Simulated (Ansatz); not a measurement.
System: HBr, net charge 1, doublet state. SMILES of the parent species: Br

Atoms: Br1, H2. Bonds: Br1-H2.

Bond lengths (Å) and angles (degrees) optimised at HF/6-31G* with LANL2DZ past Ar with Ansatz (a program for electronic structure); B3LYP/LANL2DZ with Ansatz; MP2/6-31G* with LANL2DZ past Ar with Ansatz, each started from the B3LYP-D3(BJ)/def2-TZVP structure (Ansatz) of the last column. A row stands for all coordinates that are equal there. 6-31G* holds six Cartesian d functions.

```csv
coordinate,HF/6-31G* with LANL2DZ past Ar,B3LYP/LANL2DZ,MP2/6-31G* with LANL2DZ past Ar,B3LYP-D3(BJ)/def2-TZVP
Br1-H2,1.466,1.495,1.480,1.460
```

Mean signed difference of all 1 bond lengths from B3LYP-D3(BJ)/def2-TZVP: HF/6-31G* with LANL2DZ past Ar 0.006 Å, B3LYP/LANL2DZ 0.035 Å, MP2/6-31G* with LANL2DZ past Ar 0.020 Å.
